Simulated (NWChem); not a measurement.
SnHSI, singlet; SMILES [SH][Sn][I]

```xyz
4

Sn     0.6596    -1.0272     0.0000
I     -0.1107     1.6085     0.0000
S     -1.6199    -1.9179     0.0000
H     -1.1944    -3.2035     0.0000
```
Atoms are numbered in this order, from 1.

Low-valent species are run as closed-shell singlets; no triplet was tried in these runs. Structure relaxed at the PBE0/def2-SVP level. No frequency run checked for a minimum. def2 effective core potentials on Sn, I; no spin-orbit coupling.

Symmetry labels are those of Cs in the frame above (b1 and b2, or b-type labels, depend on it).

List the 4 lowest vertical singlet excitations from PBE/def2-SVPD with def2 effective core potentials on Sn, I, TDA (NWChem).


```tsv
state	energy (eV)	oscillator strength	symmetry	leading excitation (squared amplitude)
S1	2.72	0.002	a"	HOMO → LUMO (0.93)
S2	3.37	0.049	a'	HOMO−1 → LUMO (0.87)
S3	3.52	0.011	a"	HOMO−2 → LUMO (0.92)
S4	4.09	0.018	a'	HOMO−3 → LUMO (0.82)
```
